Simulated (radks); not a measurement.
The numbers below are computed, except where a source is named.
Q: Ionisation of K3+, [Ne] 3s2 3p4, to K4+, [Ne] 3s2 3p3, under several functionals. Non-relativistic Kohn-Sham, spin-polarised, spherical densities, point nucleus; open shells are filled with parallel spins first; a radial shooting solver on a logarithmic mesh with Libxc functionals. Known Delta-SCF values: OLYP 60.508 eV; exchange-only r2SCAN 58.745 eV. What does MS2 meta-GGA give, and what is its highest occupied eigenvalue?

A: 60.342 eV by Delta-SCF; the 3p eigenvalue is -53.033 eV. NIST: 60.92 eV (semi-empirical).
